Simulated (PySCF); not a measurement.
**Computed vibrations of Yb(CH3)2**

Yb(CH3)2 (singlet). PySCF 2.14.0, RKS PBE0, Yb def2-SVP with ECP28, C def2-SVP, H def2-SVP; non-relativistic Hamiltonian with scalar-relativistic core potentials where named; density fitting; no spin-orbit coupling. Central differences of gradients.

```xyz
9

Yb    0.0000    0.0000   -0.1995
C     2.0412    0.0000    1.1021
H     3.0014    0.0000    0.5502
H     2.0741    0.8814    1.7733
H     2.0741   -0.8814    1.7733
C    -2.0412    0.0000    1.1021
H    -3.0014    0.0000    0.5502
H    -2.0741   -0.8814    1.7733
H    -2.0741    0.8814    1.7733
```

Run from Python with OMP_NUM_THREADS=4. Where DIIS fails, smearing, a level shift and second-order steps follow.
It took 94 s on 4 threads of Arm Neoverse V1, with other jobs on the host.

Task: What are the harmonic wavenumbers and infrared intensities?

Result: Modes are labelled in C2v; negative numbers are unstable modes, those under 60 cm⁻¹ near the noise; a finer grid moves soft modes by up to 10 cm⁻¹.
```tsv
cm⁻¹	km/mol	symmetry
49	0.0	a2
49	2.5	b2
81	3.3	a1
341	0.1	b1
365	0.0	a2
374	3.9	a1
392	98.3	b1
397	123.6	b2
436	61.0	a1
1091	3.2	b1
1096	4.7	a1
1413	0.0	a2
1416	0.0	b1
1418	0.1	b2
1419	0.1	a1
2987	64.6	b1
2990	30.3	a1
3078	0.0	a2
3079	55.9	b2
3085	29.6	b1
3085	35.6	a1
```

Task: Is this a minimum?

Result: Yes, within the noise of the softest modes. Ideal gas at 298.15 K and 1 bar: S = 360.1 J/(mol K), Cp = 99.8 J/(mol K), H − H(0 K) = 21.7 kJ/mol (rigid rotor, harmonic modes, spin degeneracy alone; the modes under 60 cm⁻¹ make these uncertain).
